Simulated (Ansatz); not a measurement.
A CCSD(T) single point on F2GeH5NSi (`F[SiH](F)[NH][GeH3]`).

```yaml
crystal:
  periodic: [false, false, false]
  atoms:
    - {symbol: F, position_ang: [-1.023272, 0.671775, 2.154345]}
    - {symbol: Si, position_ang: [-0.701820, 1.227477, 0.699301]}
    - {symbol: F, position_ang: [0.673827, 2.001582, 0.880526]}
    - {symbol: N, position_ang: [-0.520213, 0.006788, -0.446421]}
    - {symbol: Ge, position_ang: [0.846759, -1.233786, -0.589706]}
    - {symbol: H, position_ang: [-1.770795, 2.167340, 0.324729]}
    - {symbol: H, position_ang: [-1.285162, -0.120351, -1.091860]}
    - {symbol: H, position_ang: [1.553279, -1.055496, -1.943098]}
    - {symbol: H, position_ang: [0.251621, -2.648236, -0.499638]}
    - {symbol: H, position_ang: [1.801077, -0.956492, 0.575021]}
basis:
  gaussian: {orbitals: def2-TZVPP}
correlation: {method: ccsd_t}
```

```sh
$ ansatz run in.yaml --threads 4 --pin off --events-out ev --progress --plain
```

Log, shortened:

```
Functional definition: HF
1550 factors; integrals over basis functions are off by at most 8.4e-4 eV
mean field evaluation 1: about -71312.7170 eV, gradient 4.7e1 eV
mean field evaluation 2: about -71312.9164 eV, gradient 4.8e1 eV
mean field evaluation 4: about -71317.0958 eV, gradient 3.1e0 eV
mean field evaluation 8: about -71317.1480 eV, gradient 2.8e-1 eV
mean field -71317.14817634 eV, -2620.8568549814 hartree, gradient 2.5e-6 eV, S^2 0.000000; 0 other end points of the search recorded, 0 dependent functions left out
17 core orbitals not correlated: weight in the atoms' cores, before any rotation towards them, 1.000 or more for the frozen orbitals, at most 0.000 for the correlated occupied ones
reference -71317.14817634 eV, -2620.8568549814 hartree; 21, 21 occupied and 215, 215 virtual orbitals, 1550 factors
second order -29.58251100 eV of doubles, -0.00000000 eV of singles
cycle   1  -29.41085660 eV  change    1.7e-1 eV  update   1.2e-1
cycle   2  -30.13949923 eV  change   -7.3e-1 eV  update   3.3e-2
cycle   3  -30.27654229 eV  change   -1.4e-1 eV  update   1.6e-2
cycle   4  -30.25654929 eV  change    2.0e-2 eV  update   3.3e-3
cycle   5  -30.25483681 eV  change    1.7e-3 eV  update   1.4e-3
cycle   6  -30.25566799 eV  change   -8.3e-4 eV  update   3.8e-4
cycle   7  -30.25544842 eV  change    2.2e-4 eV  update   1.3e-4
cycle   8  -30.25538058 eV  change    6.8e-5 eV  update   4.1e-5
cycle   9  -30.25539099 eV  change   -1.0e-5 eV  update   1.6e-5
perturbative correction -0.96732371 eV, -0.0355484905 hartree
Total energy: -71348.37089104 eV, -2622.0042685831 hartree
```

Run time 4.3 min (4 threads of a server CPU on a shared host); peak host memory 5.8 GiB.

Correlation energy per correlated electron: -0.743 eV. T1 diagnostic: 0.0115.
